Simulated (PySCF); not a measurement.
BCl2, SMILES Cl[B]Cl (connectivity only; charge and spin as stated), charge +1, multiplicity 1.

Geometry optimised at B3LYP-D3(BJ)/def2-TZVP. The multiplicity is an assumed one; other spin states were not compared. The isomer is the one that the SMILES or the coordinates give; other isomers of the formula were not compared.

All values below come from PBE/def2-TZVPD in PySCF.

Isolated molecule, no solvent.

- total energy = -944.60665 hartree
- point group = D∞h
- highest occupied level = -15.65 eV
- lowest empty level = -9.32 eV
- orbital gap = 6.33 eV
- dipole moment about the centre of nuclear charge = 0.00 D
- mean static polarisability = 35.2 bohr³ (5.22 Å³)
- polarisability, principal values = 25.3, 25.3, 55.1 bohr³
